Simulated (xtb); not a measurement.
xtb input (GFN2-xTB):

```bash
xtb mol.xyz --gfn 2 --sp --chrg 0 --uhf 0
```
mol.xyz:
```
15

C     -1.44684461     2.40660888     0.53220330
C     -1.09095556     0.98759314     0.08017367
C     -1.94029311    -0.04659591     0.81887332
C      0.40422723     0.75382883     0.27654279
Se     0.96493111    -1.01505375    -0.43621473
H     -2.50608496     2.61130928     0.36553196
H     -1.24639635     2.53667984     1.59897375
H     -0.86923384     3.15587540    -0.01253434
H     -1.30380044     0.90714825    -0.99080477
H     -1.73294886    -0.01988208     1.89200240
H     -1.74509287    -1.06139455     0.46855877
H     -3.00352599     0.15431654     0.67706342
H      0.66461656     0.78844857     1.33415204
H      0.98315380     1.50484941    -0.25621475
H      2.39485170    -0.67413295    -0.49218614
```

End of the output:

```
         :::::::::::::::::::::::::::::::::::::::::::::::::::::
         ::                     SUMMARY                     ::
         :::::::::::::::::::::::::::::::::::::::::::::::::::::
         :: total energy             -16.832768483037 Eh    ::
         :: gradient norm              0.014818357556 Eh/a0 ::
         :: HOMO-LUMO gap              3.992776204658 eV    ::
         ::.................................................::
         :: SCC energy               -17.032430309415 Eh    ::
         :: -> isotropic ES            0.004414590264 Eh    ::
         :: -> anisotropic ES          0.003322671546 Eh    ::
         :: -> anisotropic XC          0.009721032928 Eh    ::
         :: -> dispersion             -0.009130224415 Eh    ::
         :: repulsion energy           0.199661826378 Eh    ::
         :: add. restraining           0.000000000000 Eh    ::
         :: total charge              -0.000000000000 e     ::
         :::::::::::::::::::::::::::::::::::::::::::::::::::::

           -------------------------------------------------
          |                Property Printout                |
           -------------------------------------------------

    * Orbital Energies and Occupations

         #    Occupation            Energy/Eh            Energy/eV
      -------------------------------------------------------------
         1        2.0000           -0.7411101             -20.1666
       ...           ...                  ...                  ...
         4        2.0000           -0.5967642             -16.2388
         5        2.0000           -0.5627572             -15.3134
         6        2.0000           -0.5264514             -14.3255
         7        2.0000           -0.5106876             -13.8965
         8        2.0000           -0.5021382             -13.6639
         9        2.0000           -0.4817968             -13.1104
        10        2.0000           -0.4725994             -12.8601
        11        2.0000           -0.4664207             -12.6920
        12        2.0000           -0.4542158             -12.3598
        13        2.0000           -0.4455133             -12.1230
        14        2.0000           -0.4393831             -11.9562
        15        2.0000           -0.4316896             -11.7469
        16        2.0000           -0.3668209              -9.9817 (HOMO)
        17                         -0.2200891              -5.9889 (LUMO)
        18                         -0.1478648              -4.0236
        19                         -0.0129507              -0.3524
        20                          0.0257768               0.7014
        21                          0.0436949               1.1890
        22                          0.0888556               2.4179
        23                          0.0922333               2.5098
        24                          0.1150591               3.1309
        25                          0.1524272               4.1478
        26                          0.1655675               4.5053
        27                          0.1815764               4.9409
       ...                                ...                  ...
        35                          0.9341967              25.4208
      -------------------------------------------------------------
                  HL-Gap            0.1467318 Eh            3.9928 eV
             Fermi-level           -0.2934550 Eh           -7.9853 eV

     #   Z          covCN         q      C6AA      α(0)
     1   6 C        3.754    -0.106    22.584     6.776
     2   6 C        3.874    -0.004    20.602     6.454
     3   6 C        3.753    -0.099    22.443     6.756
     4   6 C        3.792    -0.014    20.830     6.500
     5  34 Se       1.910    -0.285   245.481    27.301
     6   1 H        0.924     0.042     2.422     2.434
     7   1 H        0.924     0.036     2.496     2.471
     8   1 H        0.924     0.034     2.527     2.486
     9   1 H        0.924     0.040     2.444     2.445
    10   1 H        0.924     0.038     2.476     2.461
    11   1 H        0.924     0.050     2.320     2.382
    12   1 H        0.924     0.038     2.482     2.464
    13   1 H        0.925     0.049     2.329     2.386
    14   1 H        0.925     0.049     2.337     2.391
    15   1 H        0.922     0.131     1.530     1.934

 Mol. C6AA /au·bohr⁶  :       2435.626378
 Mol. C8AA /au·bohr⁸  :      80731.293607
 Mol. α(0) /au        :         77.639025

Wiberg/Mayer (AO) data.
largest (>0.10) Wiberg bond orders for each atom

 ---------------------------------------------------------------------------
     #   Z sym  total        # sym  WBO       # sym  WBO       # sym  WBO
 ---------------------------------------------------------------------------
     1   6 C    3.996 --     2 C    1.000     8 H    0.987     7 H    0.986
                             6 H    0.984
     2   6 C    3.995 --     3 C    1.011     4 C    1.005     1 C    1.000
                             9 H    0.965
     3   6 C    3.996 --     2 C    1.011    10 H    0.986    12 H    0.985
                            11 H    0.970
     4   6 C    3.979 --     5 Se   1.006     2 C    1.005    13 H    0.966
                            14 H    0.966
     5  34 Se   2.091 --     4 C    1.006    15 H    0.970
     6   1 H    0.998 --     1 C    0.984
     7   1 H    0.999 --     1 C    0.986
     8   1 H    0.999 --     1 C    0.987
     9   1 H    0.998 --     2 C    0.965
    10   1 H    0.999 --     3 C    0.986
    11   1 H    0.998 --     3 C    0.970
    12   1 H    0.999 --     3 C    0.985
    13   1 H    0.998 --     4 C    0.966
    14   1 H    0.998 --     4 C    0.966
    15   1 H    0.983 --     5 Se   0.970
 ---------------------------------------------------------------------------

Topologies differ in total number of bonds
Writing topology from bond orders to xtbtopo.mol

molecular dipole:
                 x           y           z       tot (Debye)
 q only:       -0.070       0.656       0.238
   full:       -0.108       0.915       0.333       2.490
molecular quadrupole (traceless):
                xx          xy          yy          xz          yz          zz
 q only:        2.570       0.378      -1.394      -0.353      -0.305      -1.176
  q+dip:        3.066       1.665      -2.922       0.183      -0.985      -0.143
Note: The following floating-point exceptions are signalling: IEEE_UNDERFLOW_FLAG IEEE_DENORMAL
normal termination of xtb
   full:        3.548       1.365      -2.194      -0.129      -0.351      -1.354

           -------------------------------------------------
          | TOTAL ENERGY              -16.832768483037 Eh   |
          | GRADIENT NORM               0.014818357556 Eh/α |
          | HOMO-LUMO GAP               3.992776204658 eV   |
           -------------------------------------------------

------------------------------------------------------------------------
------------------------------------------------------------------------
 total:
 SCF:
```
